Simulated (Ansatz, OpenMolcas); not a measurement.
C2H6AlCl (dimethylaluminum chloride): the vertical ionisation energy from total energies

C2H6AlCl has 10 atoms, charge 0, and is taken as a singlet. SMILES: `[CH3][Al]([CH3])[Cl]`. The shape is that of a PBE0-D4/def2-TZVP optimisation.

Both states at this one shape; open shells run unrestricted unless said. 1 Eh = 27.2114 eV.

| level | program | singlet C2H6AlCl (Eh) | doublet C2H6AlCl+ (Eh) |
| --- | --- | --- | --- |
| wB97X/cc-pVDZ | Ansatz | -782.511340 | -782.137068 |
| MP2/cc-pVDZ, 12 core orbitals frozen | Ansatz | -781.232273 | -780.857082 |
| CCSD(T)/cc-pVDZ, open shells restricted, 12 core orbitals frozen | OpenMolcas | -781.297469 | -780.930459 |
| CCSD/cc-pVDZ, 12 core orbitals frozen | Ansatz | -781.284010 | -780.914819 |

Problem. Work out the vertical ionisation energy at each level.

Solution. 
1. wB97X/cc-pVDZ: -782.137068 − (-782.511340) = 0.374272 Eh = 10.18 eV.
2. MP2/cc-pVDZ: -780.857082 − (-781.232273) = 0.375191 Eh = 10.21 eV.
3. CCSD(T)/cc-pVDZ, open shells restricted: -780.930459 − (-781.297469) = 0.367010 Eh = 9.99 eV.
4. CCSD/cc-pVDZ: -780.914819 − (-781.284010) = 0.369191 Eh = 10.05 eV.

No measured value is set beside it here; the levels span 9.99 to 10.21 eV.
